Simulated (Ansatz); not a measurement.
One change: `C[CH]([GeH3])C#N` becomes `C[CH](Cl)[GeH3]`.

Ansatz, PBE0-D4/def2-TZVP geometries, multiplicity 1. 

Scalar relativity is left out up to krypton.

```
                                        property  `C[CH]([GeH3])C#N`
              HOMO energy (PBE0/def2-TZVPP) / eV               -8.49
            HOMO–LUMO gap (PBE0/def2-TZVPP) / eV                8.58
size of the dipole moment (B3LYP/def2-TZVPP) / D                4.09
               LUMO energy (PBE/def2-TZVPP) / eV               -0.76
         HOMO–LUMO gap (ωB97M-V/def2-TZVPP) / eV               12.38
              LUMO energy (PBE0/def2-TZVPP) / eV                0.09
```

(1) What does the change do to each property? (Estimate.)

## Answers

(1) The calculation gave: 
```
                                        property  `C[CH](Cl)[GeH3]`  shift
              HOMO energy (PBE0/def2-TZVPP) / eV              -7.83   0.66
            HOMO–LUMO gap (PBE0/def2-TZVPP) / eV               8.17  -0.41
size of the dipole moment (B3LYP/def2-TZVPP) / D               1.78  -2.31
               LUMO energy (PBE/def2-TZVPP) / eV              -0.63   0.13
         HOMO–LUMO gap (ωB97M-V/def2-TZVPP) / eV              12.13  -0.25
              LUMO energy (PBE0/def2-TZVPP) / eV               0.34   0.25
```

With PBE0 the HOMO rises by 0.66 eV and the LUMO rises by 0.25 eV, so the gap narrows by about 0.41 eV. PBE moves the HOMO by 0.73 eV and ωB97M-V by 0.62 eV. Dipoles are sizes alone; their direction can turn.

B3LYP here is the variant with VWN-RPA as its local correlation; programs differ in this.
